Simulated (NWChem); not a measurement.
# C3H4F2O; SMILES CC(F)(F)C=O

```xyz
10

C     -1.5051     0.4024     0.0000
C     -0.0007     0.3556     0.0000
F      0.5070     1.0012    -1.1030
F      0.5070     1.0012     1.1030
C      0.6339    -1.0425     0.0000
O     -0.0022    -2.0673     0.0000
H     -1.8949    -0.1018     0.8873
H     -1.8302     1.4461     0.0000
H     -1.8949    -0.1018    -0.8873
H      1.7434    -1.0181     0.0000
```
Atoms are numbered in this order, from 1.

Computed with NWChem. All runs use the structure optimised with B3LYP/6-31G* (spherical d).

For level TPSSh/def2-TZVP:

| Property | Result |
|---|---|
| highest occupied level (eV) | -7.31 |
| orbital gap (eV) | 5.02 |

**Question.** Estimate the same quantities for level B3LYP/def2-TZVP.

**Answer.** 
| Item | Result |
|---|---|
| highest occupied level (eV) | -8.00 |
| orbital gap (eV) | 5.95 |
